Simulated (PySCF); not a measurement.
# How methods differ on the excitation energy of In+

In+ [Kr] 4d10 5s2 (1S) → In+ [Kr] 4d10 5s1 5p1 (3P), as a difference of total energies. All numbers are calculated (PySCF 2.14, scalar relativity through the core potential, in def2-TZVPPD with the def2 core potential (28 electrons) (7s5p4d2f, 56 functions)). Correlated levels: valence: 4s2 4p6 4d10 frozen. The calculations carry no spin-orbit coupling.

```
           method  excitation energy (eV)
              UHF                   4.085
    MP2 (valence)                   4.667
SCS-MP2 (valence)                   4.833
   CCSD (valence)                   4.887
```

Errors of the correlated levels include the incompleteness of this basis and the frozen core.

With two correlated electrons CCSD is exact in that space.

Task: Which method comes closest to the reference value, and which is furthest?

Result: The reference is 5.531 eV (measured; NIST levels, between the centres of gravity of the two terms). Closest: CCSD (valence) (error -0.644 eV); furthest: UHF (error -1.446 eV).
